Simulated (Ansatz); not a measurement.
Abridged output of a molecular run in Ansatz:

```
Functional definition: HF
1696 factors; integrals over basis functions are off by at most 1.1e-3 eV
mean field evaluation 1: about -69548.1669 eV, gradient 3.7e1 eV
mean field evaluation 2: about -69548.4440 eV, gradient 3.7e1 eV
mean field evaluation 4: about -69552.2353 eV, gradient 4.5e0 eV
mean field evaluation 8: about -69552.3137 eV, gradient 3.2e-1 eV
mean field evaluation 16: about -69552.3147 eV, gradient 2.5e-6 eV
mean field -69552.31468562 eV, -2556.0004204442 hartree, gradient 2.5e-6 eV, S^2 0.000000; 0 other end points of the search recorded, 0 dependent functions left out
13 core orbitals not correlated: weight in the atoms' cores, before any rotation towards them, 1.000 or more for the frozen orbitals, at most 0.000 for the correlated occupied ones
reference -69552.31468562 eV, -2556.0004204442 hartree; 20, 20 occupied and 251, 251 virtual orbitals, 1696 factors
second order -26.06642975 eV of doubles, -0.00000000 eV of singles
cycle   1  -26.41730693 eV  change   -3.5e-1 eV  update   1.1e-1
cycle   2  -27.09722745 eV  change   -6.8e-1 eV  update   3.2e-2
cycle   3  -27.21547552 eV  change   -1.2e-1 eV  update   1.5e-2
cycle   4  -27.20751380 eV  change    8.0e-3 eV  update   4.1e-3
cycle   5  -27.20842580 eV  change   -9.1e-4 eV  update   2.0e-3
cycle   6  -27.20894858 eV  change   -5.2e-4 eV  update   5.6e-4
cycle   7  -27.20866491 eV  change    2.8e-4 eV  update   2.6e-4
cycle   8  -27.20864415 eV  change    2.1e-5 eV  update   1.0e-4
cycle   9  -27.20864606 eV  change   -1.9e-6 eV  update   4.2e-5
perturbative correction -1.17041232 eV, -0.0430118593 hartree
Total energy: -69580.69374400 eV, -2557.0433316037 hartree
```

Its atoms:

Z-matrix (Å, degrees):
```
C
C 1 1.514
Se 1 1.948 2 113.9
H 1 1.092 2 111.5 3 -117.4
H 1 1.092 2 112.5 3 122.1
H 2 1.091 1 111.5 3 -58.7
H 2 1.091 1 110.9 3 61.4
H 2 1.094 1 110.4 3 -178.8
C 3 1.885 1 100.2 2 77.0
C 9 1.327 3 129.0 1 3.4
H 9 1.086 3 110.7 1 -177.0
H 10 1.084 9 119.9 3 179.1
H 10 1.083 9 123.3 3 -0.6
```

(1) Which basis set was used?
A. def2-TZVPP
B. def2-SVPD
C. def2-SVP
D. cc-pV(D+d)Z

(2) Write the keys of the input that set method, charge and spin (a neutral closed shell needs none for the last two).

## Answers

(1) A. It gives 284 functions.

(2) 
```yaml
correlation: {method: ccsd_t}
```
